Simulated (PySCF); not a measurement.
Level of theory: PBE-D3(BJ)/def2-TZVP // PBE0-D3(BJ)/def2-TZVP (PySCF). Isolated molecules, 0 K electronic values unless said otherwise. 

Reference species (SMILES): `[GaH3]` (neutral, multiplicity 1).

```yaml
HOMO: -7.34 eV
HOMO–LUMO gap: 4.70 eV
dipole_moment: 0.00 D
LUMO: -2.65 eV
```

Changed species: `[F][GaH2]` (1 of 3 H replaced by F; the reference has 0 of 3 H replaced by F).

Task: What does the change do to the HOMO, HOMO–LUMO gap, dipole moment and LUMO?

Result: the HOMO falls by 0.20 eV, to -7.54 eV; the HOMO–LUMO gap rises by 0.42 eV, to 5.12 eV; the dipole moment rises by 2.06 D, to 2.06 D; the LUMO goes up by 0.23 eV, to -2.42 eV.
